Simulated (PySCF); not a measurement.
## Dipole response of S (sulfur, neutral)

[Ne] 3s2 3p4, high-spin 3P determinant. All numbers are calculated (PySCF 2.14, the spin-free X2C one-electron Hamiltonian (Gaussian nucleus), in aug-cc-pCVTZ-DK). Coupled (time-dependent) response in atomic units; α is the mean over directions.

| method | mean α (bohr³) | α xx, yy, zz | C₆ (like pair) | S(−4) |
| --- | --- | --- | --- | --- |
| UHF | 18.93 | 17.81, 21.19, 17.81 | 129.7 | 96.40 |
| PBE | 20.53 | 19.06, 23.48, 19.06 | 142.8 | 124.8 |
| PBE0 | 19.77 | 18.45, 22.40, 18.45 | 136.4 | 110.9 |
| BLYP | 20.91 | 19.37, 23.99, 19.37 | 145.9 | 132.6 |
| HSE06 | 19.79 | 18.47, 22.43, 18.47 | 136.5 | 111.2 |

S(−4) is the Cauchy moment in α(ω) = α(0) + S(−4) ω² + …

Reference α: 19.4 ± 0.1 bohr³ (recommended; Schwerdtfeger and Nagle, table of static dipole polarizabilities (2023 update)). Published C₆: 134.0 (Chu and Dalgarno (2004); Tang, Norbeck and Certain (1976)).

α(iu) at PBE0:

```json
{"u (hartree)": "0", "α(iu) (bohr³)": "19.77"}
{"u (hartree)": "0.0500", "α(iu) (bohr³)": "19.50"}
{"u (hartree)": "0.100", "α(iu) (bohr³)": "18.74"}
{"u (hartree)": "0.200", "α(iu) (bohr³)": "16.33"}
{"u (hartree)": "0.300", "α(iu) (bohr³)": "13.62"}
{"u (hartree)": "0.500", "α(iu) (bohr³)": "9.164"}
{"u (hartree)": "0.750", "α(iu) (bohr³)": "5.760"}
{"u (hartree)": "1.00", "α(iu) (bohr³)": "3.860"}
{"u (hartree)": "1.50", "α(iu) (bohr³)": "2.043"}
{"u (hartree)": "2.00", "α(iu) (bohr³)": "1.262"}
{"u (hartree)": "3.00", "α(iu) (bohr³)": "0.6324"}
{"u (hartree)": "5.00", "α(iu) (bohr³)": "0.2705"}
```

The components differ because the open shell of this determinant is not spherical; for a pure term their mean is the scalar polarisability.
